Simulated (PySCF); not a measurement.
Predicted microwave data (PBE0-D3(BJ)/def2-SVP geometry optimisation, gas phase in PySCF 2.14.0) for one isomer of C2H6OS2Si:

* Rotational constants: A = 2633, B = 1965, C = 1220 MHz
* Dipole components: |μa| = 0.23 D, |μb| = 0.45 D, |μc| = 1.91 D
* Inertial defect: -35.07 u·Å²
* κ: 0.05

Question: Which structure is it? (One computed conformer of each.)
A. `[CH2:1]1[O:2][SiH2:3][S:4][CH2:5][S:6]1` with S6–C1–O2–Si3 67°, C1–O2–Si3–S4 -57°, O2–Si3–S4–C5 47°, Si3–S4–C5–S6 -63°
B. `[OH:1][SiH:2]1[S:3][CH2:4][CH2:5][S:6]1` with H–O1–Si2–S3 63°, O1–Si2–S3–C4 -105°, Si2–S3–C4–C5 -43°, S3–C4–C5–S6 58°, C4–C5–S6–Si2 -38°

Answer: A. It is C1O[SiH2]SCS1, an asymmetric top, point group C1. The candidates at the same level (rigid rotor, commonest isotopes):

| SMILES | A (MHz) | B (MHz) | C (MHz) | μa (D) | μb (D) | μc (D) | Δ (u·Å²) | point group | rotor |
| --- | --- | --- | --- | --- | --- | --- | --- | --- | --- |
| C1O[SiH2]SCS1 | 2633 | 1965 | 1220 | 0.23 | 0.45 | 1.91 | -35.07 | C1 | asymmetric top |
| O[SiH]1SCCS1 | 2359 | 2009 | 1226 | 2.07 | 0.28 | 1.48 | -53.71 | C1 | asymmetric top |

`O[SiH]1SCCS1` has A 10 % too low. No structure here is proved a minimum.
